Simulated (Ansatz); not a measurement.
Computed with Ansatz on PBE0-D4/def2-TZVP structures; ΔE is electronic, products minus reactants. CBS: MP2 limit from def2 TZ/QZ plus the TZ coupled-cluster correction, frozen cores. This one scheme is used for every species. DFT in def2-TZVPP. B3LYP here is the variant with VWN-RPA as its local correlation; programs differ in this. Each species was taken in one conformer, which may not be the lowest.

`CB(N)CCl` + `O[SiH3]` → `CB(N)O[SiH3]` + `CCl`  (ligand exchange at a B–C bond)

| level | ΔE (kcal/mol) | difference from CCSD(T)/CBS |
| --- | --- | --- |
| PBE-D4 | -26.4 | 1.5 |
| r2SCAN-D4 | -28.6 | -0.7 |
| PBE0-D4 | -27.5 | 0.4 |
| ωB97X-V | -28.4 | -0.5 |
| ωB97M-V | -28.2 | -0.3 |
| B2PLYP | -28.8 | -0.9 |
| PBE0 | -27.5 | 0.4 |
| B3LYP | -29.0 | -1.1 |
| HF/def2-TZVPP | -32.4 | -4.5 |
| CCSD(T)/def2-TZVPP | -28.1 | -0.2 |
| HF/def2-QZVPP | -32.7 | -4.8 |
| MP2/def2-QZVPP | -27.9 | 0.0 |
| SCS-MP2/def2-QZVPP | -28.5 | -0.6 |
| HF/CBS(def2) | -32.7 | -4.8 |
| MP2/CBS(def2) | -27.7 | 0.2 |
| CCSD/CBS(def2) | -28.4 | -0.5 |
| CCSD(T)/CBS | -27.9 | 0 |

Largest T1 diagnostic among the species: 0.011.

In def2-TZVPP, CCSD(T) changes the Hartree–Fock value by +4.3 kcal/mol (the triples alone add +0.6 kcal/mol) and MP2 by +4.5 kcal/mol. From PBE to PBE0 (25 % exact exchange), in def2-TZVPP and without D4, ΔE moves by −1.1 kcal/mol.
